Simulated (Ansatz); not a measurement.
Gas-phase electronic energies from Ansatz, PBE0-D4/def2-TZVP geometries. CCSD(T)/CBS adds triple-zeta CCSD(T) − MP2 to the extrapolated MP2 energy (def2 sets, frozen cores). Functionals use def2-TZVPP. For Ge outer-core shells are correlated without core-valence functions, which leaves a few kJ/mol of doubt a bond. Scalar relativity is left out up to krypton. One conformer a species, not always the lowest.

Reaction (redistribution): `[SiH3][S][AlH][SH]` + `C[SiH2][CH2][GeH3]` → `C[SiH2][CH2][AlH][SH]` + `[SiH3][S][GeH3]`

`[SiH3][S][AlH][SH]`:

Z-matrix (Å, degrees):
```
Si
S 1 2.135
H 1 1.482 2 106.6
H 1 1.487 2 111.4 3 -119.2
H 1 1.485 2 111.3 3 119.7
Al 2 2.181 1 102.5 3 177.9
S 6 2.179 2 123.9 1 -5.9
H 6 1.572 2 118.0 1 174.0
H 7 1.344 6 95.6 2 -4.4
```

`C[SiH2][CH2][GeH3]`:

Z-matrix (Å, degrees):
```
C
Si 1 1.871
H 1 1.093 2 111.3
H 1 1.092 2 110.7 3 120.0
H 1 1.093 2 110.9 3 -120.2
C 2 1.872 1 111.7 3 61.8
H 2 1.491 1 109.7 3 -58.9
H 2 1.492 1 109.4 3 -176.6
Ge 6 1.957 2 114.6 1 -59.4
H 6 1.094 2 109.2 1 179.6
H 6 1.094 2 109.8 1 62.5
H 9 1.539 6 110.1 2 -53.4
H 9 1.539 6 110.6 2 -173.6
H 9 1.540 6 110.3 2 66.4
```

`C[SiH2][CH2][AlH][SH]`:

Z-matrix (Å, degrees):
```
C
Si 1 1.873
H 1 1.092 2 111.0
H 1 1.094 2 111.1 3 119.6
H 1 1.093 2 111.0 3 -119.9
C 2 1.867 1 111.4 3 177.3
H 2 1.493 1 109.1 3 -62.7
H 2 1.492 1 109.3 3 54.0
Al 6 1.945 2 114.1 1 52.8
H 6 1.096 2 109.9 1 -70.1
H 6 1.098 2 108.1 1 173.5
S 9 2.186 6 119.5 2 48.0
H 9 1.582 6 124.8 2 -130.6
H 12 1.345 9 93.7 6 -0.7
```

`[SiH3][S][GeH3]`:

Cartesian coordinates in Å:
```
Si 1.004 -1.281 -0.209
S -0.607 -0.781 1.093
Ge -1.054 1.244 0.282
H 0.564 -1.273 -1.629
H 1.449 -2.642 0.175
H 2.129 -0.320 -0.063
H -2.228 1.772 1.114
H -1.437 1.133 -1.201
H 0.180 2.147 0.438
```

Problem. Is it downhill or uphill in electronic energy at CCSD(T)/CBS, and by how much? (Estimate.)

Solution. Computed: Uphill: ΔE = +11.9 kcal/mol.

Problem. What do these levels give: r2SCAN-D4, PBE0-D4, ωB97X-V, B2PLYP, r2SCAN, MP2/def2-TZVPP, CCSD/def2-TZVPP, CCSD(T)/def2-TZVPP, HF/def2-QZVPP, MP2/def2-QZVPP, HF/CBS(def2), MP2/CBS(def2)? (Best estimate.)

Solution. Ansatz gave: r2SCAN-D4 10.7, PBE0-D4 10.5, ωB97X-V 10.7, B2PLYP 11.0, r2SCAN 10.7, MP2/def2-TZVPP 12.1, CCSD/def2-TZVPP 11.9, CCSD(T)/def2-TZVPP 11.9, HF/def2-QZVPP 11.0, MP2/def2-QZVPP 12.1, HF/CBS(def2) 10.9, MP2/CBS(def2) 12.2 kcal/mol.

Largest T1 diagnostic among the species: 0.012.
